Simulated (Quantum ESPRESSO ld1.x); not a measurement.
Gd18+, 46 electrons, occupied as [Ar] 3d10 4s2 4p4 4d10 5p2 (not the ground configuration). All-electron calculation, scalar-relativistic Kohn-Sham, LDA (Slater exchange, VWN5 correlation), spin-polarised, spherical densities, point nucleus; open shells are filled with parallel spins first. Program: ld1.x of Quantum ESPRESSO 7.5.

Unscreened Slater integrals over Kohn-Sham orbitals (hartree). They are taken over the spin-up orbitals.

integral      value
F0(5p,5p)   0.83763
F2(5p,5p)   0.45084
F0(5p,4d)    1.0122
F2(5p,4d)   0.35402
G1(5p,4d)   0.10151
G3(5p,4d)   0.10416
F0(5p,4p)    1.0194
F2(5p,4p)   0.34528
G0(5p,4p)  0.074334
G2(5p,4p)  0.098066
F0(5p,4s)    1.0268
G1(5p,4s)  0.096904
F0(4d,4d)    1.5647
F2(4d,4d)   0.80131
F4(4d,4d)   0.54223
F0(4d,4p)    1.5917
F2(4d,4p)   0.82144
G1(4d,4p)    1.0365
G3(4d,4p)   0.65684
F0(4d,4s)    1.6222
G2(4d,4s)   0.81397
F0(4p,4p)    1.6230
F2(4p,4p)   0.85179
F0(4p,4s)    1.6550
G1(4p,4s)    1.1254
F0(4s,4s)    1.6898

Derived for the open shells (J is the average intra-shell exchange parameter used in DFT+U). 4p: J = F2/5 = 0.1704 hartree. 5p: J = F2/5 = 0.09017 hartree.
